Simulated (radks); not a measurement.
The numbers below are computed, except where a source is named.
Initial-state core-level shifts of neutral technetium when its valence configuration changes from [Kr] 4d5 5s2. Code: a radial shooting solver on a logarithmic mesh with Libxc functionals. Model: scalar-relativistic Kohn-Sham, PBEsol, spin-polarised, spherical densities, point nucleus; open shells are filled with parallel spins first (spin-orbit coupling, left out, can overturn this in heavy ions). Shifts are changes of the shell-averaged eigenvalues in eV (positive: less bound).

valence,1s,3s,3p,4p
4d5 5s1 5p1,-1.099,-1.109,-1.108,-1.070
4d5 5p2,-2.396,-2.389,-2.388,-2.372
4d4 5s2 5p1,-5.235,-5.385,-5.385,-4.775
4d6 5p1,+1.655,+1.839,+1.840,+1.401
4d5.5 5s1.5,+1.586,+1.666,+1.666,+1.457
4d5 5s1.5 5p0.5,-0.614,-0.616,-0.616,-0.597
4d7,+5.226,+5.535,+5.536,+4.906
4d4 5p3,-7.356,-7.516,-7.514,-6.845
